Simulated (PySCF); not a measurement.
## Dipole moment and polarisability of 2-methylpentanoic acid

Compound: 2-methylpentanoic acid, C6H12O2.
SMILES with atom numbers: `[CH3:1][CH2:2][CH2:3][C@H:4]([CH3:5])[C:6](=[O:7])[OH:8]` (hydrogens: H9, H10, H11 on C1; H12, H13 on C2; H14, H15 on C3; H16 on C4; H17, H18, H19 on C5; H20 on O8)

Geometry (GFN2-xTB, Å), atoms numbered from 1 in this order:
```
atom  x, y, z in Å
C1    -2.134    0.949    1.680
C2    -1.232    0.876    0.454
C3    -0.385   -0.394    0.458
C4     0.505   -0.505   -0.781
C5     1.199   -1.871   -0.852
C6     1.596    0.541   -0.752
O7     2.167    0.940    0.227
O8     1.908    0.966   -1.985
H9    -2.731    1.857    1.663
H10   -2.808    0.095    1.710
H11   -1.539    0.946    2.590
H12   -0.574    1.748    0.436
H13   -1.846    0.901   -0.450
H14   -1.040   -1.267    0.502
H15    0.253   -0.402    1.344
H16   -0.084   -0.355   -1.691
H17    1.826   -1.934   -1.738
H18    0.455   -2.662   -0.896
H19    1.819   -2.021    0.029
H20    2.641    1.601   -1.949
```

Level: PBE0/def2-SVPD (PySCF), static field, nuclei fixed, core orbitals frozen in the response. The polarisability tensor in these axes (au):

```
x   81.70  0.45 -8.28
y    0.45 79.19  1.71
z   -8.28  1.71 79.86
```

Problem. Diagonalise the tensor; give its mean and Δα, where Δα² is half the sum of the squared differences of the eigenvalues.

Solution. Principal values 72.09, 79.47 and 89.18 au; mean 80.25 au = 11.89 Å³ = 13.23 × 10⁻⁴⁰ C²·m²/J; Δα = 14.84 au (18 % of the mean).

Problem. What is the dipole moment, and where does it point?

Solution. (-0.71, -0.58, -1.39) D, 1.66 D in size, pointing from the negative to the positive side. Measured along this direction, the outermost atoms are H11 at the negative end and H16 and H18 at the positive end.

Problem. Form Σ f/ω² (atomic units) for the 6 lowest TDDFT singlets, given as eV and f, and set it beside the mean polarisability, which is this sum over all singlets: 5.90, 0.0014; 7.33, 0.0590; 7.99, 0.0205; 8.11, 0.0030; 8.26, 0.0074; 8.35, 0.0052.

Solution. They add up to 1.25 au, 1.6 % of the 80.25 au; the largest single term is 0.81 au, from the state at 7.33 eV. Terms in order: 0.03, 0.81, 0.24, 0.03, 0.08, 0.06 au. Higher excitations give the rest. The strengths listed sum to 0.097.

Problem. What are the principal values of the traceless quadrupole moment, Θ = ½Σq(3rr − r²1), about the centre of nuclear charge?

Solution. -7.63, 0.73, 6.90 D·Å. The values depend on the origin, since the dipole doesn't vanish. The electronic extent ⟨r²⟩ about the same centre is 1242 bohr², a root-mean-square distance of 2.33 Å for the 64 electrons.

Problem. In a dilute gas of rigid molecules at 250 K, how does the orientational term μ²/3kT compare with the electronic polarisability?

Solution. In Gaussian units μ²/3kT = 26.76 Å³ against 11.89 Å³, a ratio of 2.25; the Debye molar polarisation (4π/3)N_A(α + μ²/3kT) is 97.5 cm³/mol, leaving out the vibrational part.

The structure is a single GFN2-xTB conformer in the gas phase; no vibrational or solvent corrections.
